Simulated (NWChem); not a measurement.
System: silanone (SiH$_{2}$O); SMILES O=[SiH2]

NWChem input:

```
start job
memory heap 200 mb stack 900 mb global 1100 mb
geometry units angstroms
  Si     0.000000     0.000000    -0.436952
  O      0.000000     0.000000     1.095095
  H      0.000000    -1.235351    -1.273402
  H      0.000000     1.235351    -1.273402
end
basis spherical
  * library 3-21g
end
dft
  xc b3lyp
  iterations 150
end
driver
  maxiter 120
end
task dft optimize
task dft freq
```

The level has its own optimisation; frequencies are unscaled.

Predict the main results of this run. (B3LYP/3-21G.) Quantities: basis functions; r O–Si (Å); r H–Si (Å); highest harmonic frequency (cm⁻¹); lowest (cm⁻¹); zero-point energy (kcal/mol); dipole (D).


```json
{
  "number_of_basis_functions": "26",
  "r O–Si (Å)": "1.593",
  "r H–Si (Å)": "1.494",
  "highest harmonic frequency (cm⁻¹)": "2220",
  "lowest (cm⁻¹)": "659",
  "zero-point energy (kcal/mol)": "11.4",
  "dipole (D)": "3.00"
}
```
